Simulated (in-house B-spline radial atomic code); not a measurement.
A fraction x of an electron is removed from 4d in Pd+, starting from [Kr] 4d9 and keeping the highest spin. Computed with a B-spline radial code for spherical atoms: non-relativistic r2SCAN, spin-polarised, spherical fractional occupations, point nucleus.

```tsv
x	E(x) - E(0) (eV)	4d down level (eV)
0	0.0000	-14.470
0.04	0.5880	-14.930
0.15	2.3006	-16.213
0.35	5.7806	-18.599
0.41	6.9183	-19.328
0.5	8.7074	-20.432
0.58	10.3816	-21.425
0.64	11.6896	-22.175
0.85	16.6257	-24.846
0.9	17.8841	-25.491
1	20.4981	-26.792
```

The exact functional would give a straight line between the two integer points. Deviations E(x) - E(0) - x[E(1) - E(0)], in eV: -0.232 at x = 0.04, -0.774 at x = 0.15, -1.394 at x = 0.35, -1.486 at x = 0.41, -1.542 at x = 0.5, -1.507 at x = 0.58, -1.429 at x = 0.64, -0.798 at x = 0.85, -0.564 at x = 0.9.

The curve lies below the straight line by up to 1.542 eV (at x = 0.5): convex, the delocalisation error that favours fractional charges.

**Question.** How well does Slater's transition state (minus the level at half occupation) give the ionisation energy?

**Answer.** It gives 20.432 eV against 20.498 eV from the two total energies; NIST lists 19.43 eV, ground level to ground level.
